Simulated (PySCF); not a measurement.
Record of a relaxation.

Sn(SMe)H3, CH₆SSn.
Bonds: Sn1–S2, S2–C3. Hydrogens: H7, H8, H9 on Sn1; H4, H5, H6 on C3.

Computed by this run: PBE0-D3(BJ)/def2-SVP geometry optimisation, gas phase, def2 core potentials past Kr (PySCF); density fitting, grid level 1; the optimiser is geomeTRIC in internal coordinates, started from a GFN2-xTB structure with every atom displaced at random (about 0.03 Å). The frame can shift and turn from step to step; on so coarse a grid that alone can change the energy by a few meV, and forces under 0.02 eV/Å are noise.

Step 0: E = -17791.8713 eV, largest atomic force 5.627 eV/Å
```
atom  x, y, z in Å  |  force x, y, z in eV/Å
Sn1    -0.309    0.778   -1.300   -0.503   1.922  -0.098
S2     -0.424    0.775    1.075   -0.455   0.422   0.276
C3      0.293   -0.836    1.384    4.035   3.625   1.497
H4     -0.147   -1.615    0.964   -2.796  -3.953  -2.107
H5      0.364   -0.954    2.458   -0.147  -0.173   0.568
H6      1.354   -0.843    1.014   -0.547  -0.029   0.305
H7      1.234    0.855   -1.900    0.917  -0.091  -0.172
H8     -1.104    2.257   -1.818    0.204  -0.445   0.235
H9     -1.129   -0.485   -1.902   -0.709  -1.277  -0.504
```

Step 1: E = -17792.3171 eV, largest atomic force 0.439 eV/Å
```
atom  x, y, z in Å  |  force x, y, z in eV/Å
Sn1    -0.337    0.840   -1.340    0.092  -0.343  -0.211
S2     -0.406    0.797    1.082   -0.011   0.000  -0.086
C3      0.345   -0.828    1.406    0.390   0.013   0.037
H4     -0.219   -1.654    0.958   -0.117  -0.052   0.013
H5      0.368   -0.952    2.498   -0.134  -0.027   0.007
H6      1.392   -0.881    1.064   -0.105   0.054  -0.050
H7      1.301    0.899   -1.920   -0.261  -0.115   0.138
H8     -1.129    2.266   -1.810   -0.123   0.164  -0.011
H9     -1.183   -0.557   -1.964    0.270   0.305   0.164
```

Step 2: E = -17792.3366 eV, largest atomic force 0.132 eV/Å
```
atom  x, y, z in Å  |  force x, y, z in eV/Å
Sn1    -0.340    0.842   -1.341   -0.077   0.072  -0.079
S2     -0.405    0.797    1.076   -0.011   0.034   0.010
C3      0.355   -0.826    1.398    0.022  -0.081  -0.002
H4     -0.225   -1.650    0.951    0.036   0.054   0.045
H5      0.362   -0.955    2.490   -0.038  -0.007  -0.024
H6      1.396   -0.876    1.048   -0.009   0.016  -0.031
H7      1.286    0.867   -1.890    0.004  -0.040   0.015
H8     -1.145    2.281   -1.817    0.029  -0.078   0.051
H9     -1.152   -0.549   -1.941    0.044   0.029   0.014
```

Step 3: E = -17792.3381 eV, largest atomic force 0.044 eV/Å
```
atom  x, y, z in Å  |  force x, y, z in eV/Å
Sn1    -0.343    0.844   -1.339    0.010   0.012   0.008
S2     -0.410    0.799    1.077   -0.011   0.019   0.013
C3      0.357   -0.823    1.392   -0.019  -0.040  -0.006
H4     -0.222   -1.645    0.945    0.025   0.028   0.013
H5      0.360   -0.957    2.483    0.003  -0.003  -0.005
H6      1.396   -0.865    1.036    0.002   0.001  -0.004
H7      1.285    0.850   -1.875    0.022  -0.017  -0.001
H8     -1.143    2.276   -1.808   -0.023   0.033  -0.001
H9     -1.146   -0.547   -1.935   -0.010  -0.034  -0.017
```

Step 4: E = -17792.3385 eV, largest atomic force under 0.02 eV/Å
```
atom  x, y, z in Å  |  force x, y, z in eV/Å
Sn1    -0.346    0.844   -1.338    0.005   0.012   0.006
S2     -0.416    0.799    1.079   -0.008   0.003   0.003
C3      0.358   -0.821    1.390   -0.007  -0.005  -0.006
H4     -0.217   -1.644    0.941    0.004   0.004  -0.002
H5      0.362   -0.960    2.480    0.009   0.001   0.003
H6      1.397   -0.858    1.031    0.003  -0.001   0.004
H7      1.286    0.838   -1.867    0.001  -0.005   0.001
H8     -1.143    2.281   -1.805   -0.001   0.001   0.001
H9     -1.149   -0.548   -1.936   -0.006  -0.010  -0.009
```

Task: Summarise the path.

Result: The energy falls by 0.4672 eV from step 0 to step 4; nine tenths of that is first reached at step 1. It falls at every step. The largest force goes from 5.627 to under 0.02 eV/Å. Among the bonds C3–H4 changes most, from 0.988 to 1.100 Å; the atoms move by 0.061 Å rms after alignment.

Task: Follow the three bonds and two angles with the largest change from start to end.

Result: 
```csv
step,E above end (eV),largest force (eV/Å),C3–H4 (Å),Sn1–H9 (Å),Sn1–H7 (Å),S2–C3–H4 (°),H7–Sn1–H8 (°)
0,0.4672,5.627,0.988,1.622,1.657,117.2,106.0
1,0.0214,0.439,1.097,1.749,1.738,112.8,108.6
2,0.0019,0.132,1.102,1.719,1.716,112.1,110.1
3,0.0004,0.044,1.101,1.713,1.714,112.0,110.9
4,0.0000,under 0.02,1.100,1.715,1.716,112.0,111.3
```

What follows is the cost of the whole optimisation. Time: 15 s wall; peak memory 0.35 GiB. Hardware: an Arm Neoverse V2 with one thread, no GPU, shared host with 96 logical CPUs at a one-minute load of 33.
